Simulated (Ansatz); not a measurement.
System: Sb₂ (charge +1, doublet). SMILES of the parent species: [Sb]#[Sb]

Atoms: Sb1, Sb2. Bonds: Sb1-Sb2.

Bond lengths (Å) and angles (degrees) optimised at PBE/LANL2DZ with Ansatz (a quantum-chemistry and plane-wave program); B3LYP/LANL2DZ with Ansatz, each started from the B3LYP-D3(BJ)/def2-TZVP structure (Ansatz) of the last column. A row stands for all coordinates that are equal there.

```json
[
 {"coordinate": "Sb1-Sb2", "PBE/LANL2DZ": "2.696", "B3LYP/LANL2DZ": "2.676", "B3LYP-D3(BJ)/def2-TZVP": "2.593"}
]
```

Mean signed difference of all 1 bond lengths from B3LYP-D3(BJ)/def2-TZVP: PBE/LANL2DZ 0.103 Å, B3LYP/LANL2DZ 0.083 Å.
